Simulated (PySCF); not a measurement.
C9H11 (charge +1).
SMILES with atom numbers: `[CH:1]1=[CH:2][CH2:3][C+:4]([CH:5]2[CH2:6][CH2:7]2)[CH:8]=[CH:9]1`

Probes without a nucleus sit at each ring's centroid and 1 Å off its mean plane on both sides; NICS is minus the shielding there, NICSzz its component along the normal. Level: GIAO PBE0/pcSseg-1 (PySCF, non-relativistic, gas phase) on the GFN2-xTB geometry, one conformer.

Ring bond lengths (Å), with Mayer bond orders in brackets: C1–C2 1.355 (1.64), C2–C3 1.470 (1.10), C3–C4 1.478 (1.06), C4–C8 1.395 (1.36), C8–C9 1.379 (1.48), C9–C1 1.411 (1.25); C5–C6 1.535 (0.86), C6–C7 1.468 (0.99), C7–C5 1.535 (0.86).

Question: Give the NICS values of each ring in ppm.

Answer: 
```tsv
ring	type	NICS(0)	NICS(1), two faces	NICS(1)zz, two faces	rms pucker (Å)	centre to ring atoms, mean (Å)
C1–C2–C3–C4–C8–C9	6-membered carbocycle; formal bonds 2 double, 4 single	1.2	-4.6 / -4.6	-8.2 / -8.2	0.00	1.41
C5–C6–C7	3-membered carbocycle; formal bonds all single	-43.6	-6.7 / -6.9	-23.0 / -21.4	0.00	0.87
```

Question: What do they say, and how far can they be read as aromaticity?

Answer: 
- C1–C2–C3–C4–C8–C9: mean NICS(1)zz -8.2 ppm, shielded. C3 has four or more neighbours, so the value isn't read as a sign of a π ring current. NICS(0) lies 6 ppm above the mean NICS(1).
- C5–C6–C7: mean NICS(1)zz -22.2 ppm, shielded. C5, C6, C7 have four or more neighbours; no verdict on aromaticity is drawn. NICS(0) lies 37 ppm below the mean NICS(1).

Question: What field does 11.7 T along the ring normal induce along that normal at the second NICS(1) probe listed for ring C5–C6–C7, 1 Å off the ring?

Answer: NICSzz × B0 = -21.4 ppm × 11.7 T = -250 μT, against the applied field.

Question: Give the inner angles of the rings and the Hirshfeld charges of the ring atoms.

Answer: 
- C1–C2–C3–C4–C8–C9: C1 119.5° (-0.014 e), C2 121.6° (+0.054 e), C3 116.8° (-0.035 e), C4 118.6° (+0.117 e), C8 121.3° (-0.022 e), C9 122.1° (+0.070 e); sum 720.0° against 720° for a flat convex ring.
- C5–C6–C7: C5 57.1° (-0.024 e), C6 61.4° (-0.040 e), C7 61.4° (-0.040 e); sum 180.0° against 180° for a flat convex ring.

The values belong to the conformer `[CH:1]1=[CH:2][CH2:3][C+:4]([CH:5]2[CH2:6][CH2:7]2)[CH:8]=[CH:9]1`: C3–C4–C5–C6 146°.
